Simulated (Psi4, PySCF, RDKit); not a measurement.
Torsional profile of SMILES S[CH2][GeH3]. Scanned: dihedral H4–S1–C2–Ge3; all other coordinates were relaxed at GFN2-xTB. Points at φ and −φ are mirror images. Heavy atoms are numbered in the order of the SMILES S[CH2][GeH3], hydrogens after them in the order of the atoms that carry them; the mirror image has the same energies with the sign of each dihedral reversed.

UFF // GFN2-xTB (RDKit); RKS-BP86/6-31G* = PySCF with restricted BP86/6-31G*, spherical d // GFN2-xTB; PBE/def2-TZVP // GFN2-xTB (Psi4).

Energies in kcal/mol, each method relative to its own lowest point.

```json
[
 {"φ / °": "-150", "UFF": "0.86", "RKS-BP86/6-31G*": "1.05", "PBE/def2-TZVP": "1.01"},
 {"φ / °": "-120", "UFF": "1.80", "RKS-BP86/6-31G*": "1.68", "PBE/def2-TZVP": "1.63"},
 {"φ / °": "-90", "UFF": "1.18", "RKS-BP86/6-31G*": "0.90", "PBE/def2-TZVP": "0.90"},
 {"φ / °": "-60", "UFF": "0.45", "RKS-BP86/6-31G*": "0.00", "PBE/def2-TZVP": "0.00"},
 {"φ / °": "-30", "UFF": "1.37", "RKS-BP86/6-31G*": "0.44", "PBE/def2-TZVP": "0.28"},
 {"φ / °": "0", "UFF": "2.30", "RKS-BP86/6-31G*": "1.04", "PBE/def2-TZVP": "0.77"},
 {"φ / °": "30", "UFF": "1.37", "RKS-BP86/6-31G*": "0.44", "PBE/def2-TZVP": "0.28"},
 {"φ / °": "60", "UFF": "0.45", "RKS-BP86/6-31G*": "0.00", "PBE/def2-TZVP": "0.00"},
 {"φ / °": "90", "UFF": "1.18", "RKS-BP86/6-31G*": "0.90", "PBE/def2-TZVP": "0.90"},
 {"φ / °": "120", "UFF": "1.80", "RKS-BP86/6-31G*": "1.68", "PBE/def2-TZVP": "1.63"},
 {"φ / °": "150", "UFF": "0.86", "RKS-BP86/6-31G*": "1.05", "PBE/def2-TZVP": "1.01"},
 {"φ / °": "180", "UFF": "0.00", "RKS-BP86/6-31G*": "0.57", "PBE/def2-TZVP": "0.55"}
]
```
